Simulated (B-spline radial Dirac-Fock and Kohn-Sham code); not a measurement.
**EELS cross sections of the Pb M5 (3d5/2) edge**

System: atomic lead in the configuration [Xe] 4f14 5d10 6s2 6p2. These are calculated numbers from a radial B-spline solver; the model is the first Born approximation with generalised oscillator strengths from a Dirac-Hartree-Slater potential (longitudinal and transverse terms; continuum final states only, so no white lines or fine structure). The edge is taken at 2484.0 eV (tabulated value).

Partial cross sections σ(β, Δ) in barn, integrated over a window Δ above the edge and up to the collection semi-angle β, for parallel illumination:

| E₀ (kV) | β (mrad) | Δ = 25 eV | Δ = 50 eV | Δ = 100 eV | Δ = 200 eV | Δ = 300 eV |
| --- | --- | --- | --- | --- | --- | --- |
| 60 | 5 | ? | ? | ? | ? | ? |
| 60 | 10 | 3.18 | 11.6 | 28.1 | 56.8 | 80.3 |
| 60 | 50 | 30.4 | 110 | 271 | 557 | 802 |
| 80 | 5 | 1.15 | 4.20 | 10.2 | 20.6 | 29.0 |
| 100 | 10 | 5.03 | 18.4 | 44.8 | 90.6 | 128 |
| 100 | 20 | 13.4 | 49.0 | 120 | 245 | 351 |
| 100 | 50 | 29.9 | 109 | 267 | 552 | 799 |
| 120 | 20 | 14.4 | 52.5 | 129 | 263 | 377 |
| 120 | 50 | 29.3 | 106 | 261 | 541 | 784 |
| 120 | 100 | 38.2 | 136 | 334 | 695 | 1020 |
| 200 | 5 | 3.02 | 11.0 | 26.9 | 54.3 | 76.9 |
| 200 | 100 | 31.9 | 113 | 277 | 578 | 845 |
| 300 | 5 | 4.64 | 17.0 | 41.6 | 84.4 | 120 |
| 300 | 50 | 25.6 | 92.0 | 227 | 472 | 687 |

Question: Give the row for 60 kV and 5 mrad.

Answer: 0.848 b for 25 eV, 3.09 b for 50 eV, 7.50 b for 100 eV, 15.1 b for 200 eV, 21.3 b for 300 eV.
